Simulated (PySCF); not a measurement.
Cl (chlorine, neutral) across methods

[Ne] 3s1 3p6, 2S determinant (an excited configuration). Computed with PySCF 2.14 in aug-cc-pCVTZ-DK with one added diffuse shell each of s, p, d, f type (9s8p6d4f, 91 functions), with scalar relativity by spin-free X2C-1e.

```
   method  E (hartree)  mean ε 3s α (eV)  mean ε 3p α (eV)  mean ε 3p β (eV)  Σ⟨r²⟩ (bohr²)   ⟨S²⟩
      PBE    -460.9453           -21.948            -9.629            -8.635          28.37  0.753
CAM-B3LYP    -461.1181           -26.380           -12.722           -11.121          28.49  0.755
     PW91    -461.1230           -21.979            -9.667            -8.681          28.34  0.753
      UHF   -460.32238           -32.723           -15.678           -11.807          28.96  0.780
   r2SCAN    -461.0685           -23.145           -10.180            -8.805          28.28  0.758
    HSE06    -460.9672           -24.378           -10.889            -9.324          28.32  0.756
     PBE0    -460.9476           -24.807           -11.309            -9.727          28.32  0.756
    B97-3    -461.0431           -24.935           -11.330            -9.798          28.30  0.755
      LDA    -459.6291           -21.901            -9.696            -8.773          28.44  0.753
```
